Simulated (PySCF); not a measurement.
A PySCF script (with the pyscf-properties extension) for the NMR shieldings of SMILES C[SiH2]c1sccc1Cl, C5H7ClSSi, on a GFN2-xTB geometry:

```python
import basis_set_exchange as bse
import numpy as np
from pyscf import gto, dft
from pyscf.prop import nmr

atoms = """
C    -2.505103    0.117832    0.602014
Si   -1.385972   -0.804544   -0.620641
C     0.410212   -0.390494   -0.235218
S     1.543563   -1.572831    0.323662
C     2.818058   -0.422157    0.388349
C     2.409631    0.812850    0.003095
C     1.040091    0.814433   -0.347990
Cl    0.217811    2.224432   -0.887711
H    -2.328572    1.189174    0.567412
H    -3.551310   -0.052153    0.366854
H    -2.337139   -0.212238    1.623847
H    -1.515600   -2.256808   -0.475850
H    -1.651972   -0.392326   -2.002398
H     3.793542   -0.730432    0.707023
H     3.038346    1.683251   -0.034361
"""
names = dict.fromkeys(["C", "Si", "S", "Cl", "H"], "pcSseg-1")
basis = {el: gto.basis.parse(bse.get_basis(n, elements=[el], fmt="nwchem")) for el, n in names.items()}
mol = gto.M(atom=atoms, basis=basis, charge=0, verbose=0)
mf = dft.RKS(mol, xc="PBE0")
mf.grids.level = 2
mf.grids.alignment = dft.numint.BLKSIZE   # the property module wants whole blocks of grid points
mf.conv_tol = 1e-9
mf.kernel()

calc = nmr.RKS(mf)   # GIAO
C = mf.mo_coeff
Co = C[:, mf.mo_occ > 0]
resp = mf.gen_response(singlet=True, hermi=2)
def vind(x):   # induced exchange potential for any number of trial vectors
    d = np.einsum("pi,xij,qj->xpq", C, 2 * x.reshape(-1, C.shape[1], Co.shape[1]), Co, optimize=True)
    return np.einsum("xpq,pi,qj->xij", resp(d - d.transpose(0, 2, 1)), C, Co, optimize=True).ravel()
mo1, _ = nmr.rhf.solve_mo1(calc, with_cphf=vind)
sigma = calc.kernel(mo1)
for i, s in enumerate(sigma):   # ppm
    w = np.linalg.eigvalsh((s + s.T) / 2)
    print("%2d %-2s iso %8.1f  s11 %8.1f  s22 %8.1f  s33 %8.1f" % (i, mol.atom_pure_symbol(i), w.mean(), *w))
```

Task: What are the results?

Result: 
```
 0 C  iso    192.7  s11    186.1  s22    192.8  s33    199.1
 1 Si iso    403.1  s11    372.9  s22    404.4  s33    431.9
 2 C  iso     50.6  s11    -22.7  s22     25.6  s33    149.0
 3 S  iso    243.3  s11    101.1  s22    266.9  s33    362.0
 4 C  iso     47.0  s11    -43.4  s22     35.5  s33    148.7
 5 C  iso     53.4  s11    -24.1  s22     46.3  s33    137.9
 6 C  iso     42.8  s11    -44.7  s22     73.2  s33    100.1
 7 Cl iso    753.9  s11    512.5  s22    754.7  s33    994.6
 8 H  iso     30.7  s11     24.4  s22     30.8  s33     36.9
 9 H  iso     31.6  s11     27.0  s22     27.6  s33     40.2
10 H  iso     31.5  s11     26.9  s22     29.3  s33     38.2
11 H  iso     27.2  s11     22.6  s22     26.6  s33     32.3
12 H  iso     26.8  s11     23.3  s22     25.4  s33     31.7
13 H  iso     24.3  s11     21.6  s22     23.9  s33     27.4
14 H  iso     24.5  s11     20.7  s22     26.1  s33     26.9
```

These numbers come from an equivalent density-fitted implementation of the same equations, which agrees with the script to about 0.01 ppm for H and up to a few tenths of a ppm for heavy atoms, so last digits may differ.

Task: Turn these shieldings into chemical shifts. δ = σ(ref) − σ, references computed at the same level: TMS for 13C (σ = 186.93 ppm) and 29Si (σ = 349.16 ppm) and 1H (σ = 31.72 ppm); 33S (σ = 503.73 ppm) against CS2; 35Cl (σ = 949.78 ppm) against HCl.

Result: Averaging equivalent atoms: C 6: 144.1; C 4: 140.0; C 2: 136.3; C 5: 133.6; C 0: -5.7; Si 1: -53.9; S 3: 260; Cl 7: 196; H 13: 7.41; H 14: 7.18; H 11/12: 4.74; H 8/9/10: 0.47 ppm. 

Size and cost of the density-fitted run: 192 basis functions, 59 s wall time on 1 thread of an Arm Neoverse N1, shared host; peak memory 0.85 GiB.
